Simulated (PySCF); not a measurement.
Species: C6H8F2.
SMILES with atom numbers: `[CH2:1]=[C:2]1[CH2:3][CH2:4][C@@:5]1([F:6])[CH2:7][F:8]` (hydrogens: H9, H10 on C1; H11, H12 on C3; H13, H14 on C4; H15, H16 on C7)

Computed geometry: GFN2-xTB, gas phase.

**Question.** What internal coordinates does the optimisation give?

**Answer.** 
| bond | length (Å) |
| --- | --- |
| C1=C2 | 1.316 |
| C2–C3 | 1.506 |
| C3–C4 | 1.542 |
| C4–C5 | 1.539 |
| C5–F6 | 1.387 |
| C5–C7 | 1.529 |
| C7–F8 | 1.368 |
| C2–C5 | 1.512 |
| C1–H9 | 1.077 |
| C1–H10 | 1.077 |
| C3–H11 | 1.088 |
| C3–H12 | 1.089 |
| C4–H13 | 1.087 |
| C4–H14 | 1.087 |
| C7–H15 | 1.095 |
| C7–H16 | 1.095 |

A selection of angles:
| angle | degrees |
| --- | --- |
| C1–C2–C3 | 135.5 |
| C1–C2–C5 | 132.6 |
| C3–C2–C5 | 91.9 |
| C2–C3–C4 | 88.9 |
| C3–C4–C5 | 89.5 |
| C4–C5–F6 | 114.5 |
| C4–C5–C7 | 116.2 |
| F6–C5–C7 | 106.1 |
| C2–C5–C4 | 88.8 |
| C2–C5–F6 | 115.0 |
| C2–C5–C7 | 116.1 |
| C5–C7–F8 | 110.5 |

Torsions: C1–C2–C3–C4 -170° (antiperiplanar); C2–C3–C4–C5 -7° (synperiplanar); C3–C4–C5–F6 124° (anticlinal); C4–C5–C7–F8 48° (synclinal); C1–C2–C5–C4 170° (antiperiplanar).

The 4-membered ring C2–C3–C4–C5 has internal angles of 88.8° to 91.9° (sum 359°, against 360° for a flat polygon); it is slightly puckered (a soft mode that the optimisation may not have finished), 0.05 Å rms from its mean plane, widest ring torsion 7°. Of the pairs four or more bonds apart, F8···H14 is among the closest relative to their van der Waals radii: 2.65 Å, 99 % of the sum of Bondi's values. The C–C distances run from 1.316 Å (C1=C2, drawn double) to 1.542 Å (C3–C4, drawn single), a spread of 0.226 Å.

Point group: C1 (no symmetry element, even within 0.4 Å). No frequency check. The numbers are those of one conformer.
